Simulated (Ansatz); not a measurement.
Computed with Ansatz on PBE0-D4/def2-TZVP structures; ΔE is electronic, products minus reactants. CCSD(T)/CBS is the MP2 limit (def2-TZVPP, def2-QZVPP) plus CCSD(T) − MP2 in def2-TZVPP, frozen cores. Functionals use def2-TZVPP. B3LYP here is the variant with VWN-RPA as its local correlation; programs differ in this. Elements past krypton have def2 core potentials. For Cd outer-core shells are correlated without core-valence functions, which leaves a few kJ/mol of doubt a bond. One conformer a species, not always the lowest.

`C[O][Al]([F])[F]` + `[NH2][Cd][O][SiH3]` → `C[O][Al]([F])[O][SiH3]` + `[NH2][Cd][F]`  (redistribution)

```csv
level,ΔE (kcal/mol),difference from CCSD(T)/CBS
PBE-D4,2.1,-1.2
r2SCAN-D4,2.0,-1.3
PBE0-D4,2.3,-1.0
ωB97X-V,2.2,-1.1
ωB97M-V,2.5,-0.8
B2PLYP,3.2,-0.1
PBE,2.2,-1.1
B3LYP,1.8,-1.5
HF/def2-TZVPP,1.2,-2.1
MP2/def2-TZVPP,5.9,2.6
SCS-MP2/def2-TZVPP,5.1,1.8
CCSD/def2-TZVPP,4.1,0.8
CCSD(T)/def2-TZVPP,4.6,1.3
HF/def2-QZVPP,0.9,-2.4
SCS-MP2/def2-QZVPP,4.3,1.0
CCSD/CBS(def2),2.8,-0.5
CCSD(T)/CBS,3.3,0
```

Largest T1 diagnostic among the species: 0.016.

In def2-TZVPP, CCSD(T) changes the Hartree–Fock value by +3.4 kcal/mol (the triples alone add +0.5 kcal/mol) and MP2 by +4.8 kcal/mol.
